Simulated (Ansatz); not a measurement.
Consider the cleavage of the Si–B bond: `OB[SiH2][AlH2]` + `[OH][AlH2]` → `[AlH2][O][SiH2][AlH2]` + `BO`.

Program: Ansatz. Geometries: PBE0-D4/def2-TZVP. ΔE: electronic, gas phase. CCSD(T)/CBS is the MP2 limit (def2-TZVPP, def2-QZVPP) plus CCSD(T) − MP2 in def2-TZVPP, frozen cores. This one scheme is used for every species. DFT in def2-TZVPP. B3LYP here is the variant with VWN-RPA as its local correlation; programs differ in this. HSE06 is defined as in plane-wave codes. Each species was taken in one conformer, which may not be the lowest.

```
             level  ΔE (kJ/mol)  difference from CCSD(T)/CBS
           BLYP-D4       -102.8                          4.0
            B97M-V        -99.6                          7.2
          B3LYP-D4       -109.9                         -3.1
          HSE06-D4        -91.8                         15.0
           ωB97X-V       -106.6                          0.2
           ωB97M-V       -108.0                         -1.2
          PBE-QIDH       -103.7                          3.1
               PBE        -81.1                         25.7
            r2SCAN        -98.2                          8.6
             BHLYP       -121.8                        -15.0
         CAM-B3LYP       -115.0                         -8.2
RPA@PBE/def2-TZVPP       -107.7                         -0.9
       HF/def2-SVP       -130.7                        -23.9
  CCSD(T)/def2-SVP        -98.9                          7.9
     HF/def2-QZVPP       -141.9                        -35.1
SCS-MP2/def2-QZVPP       -119.4                        -12.6
       CCSD(T)/CBS       -106.8                            0
```

Largest T1 diagnostic among the species: 0.015.

At CCSD(T), def2-SVP lies +7.8 kJ/mol from the extrapolated value and def2-TZVPP +0.7 kJ/mol. From r2SCAN to r2SCAN0 (25 % exact exchange), in def2-TZVPP and without D4, ΔE moves by −5.5 kJ/mol.
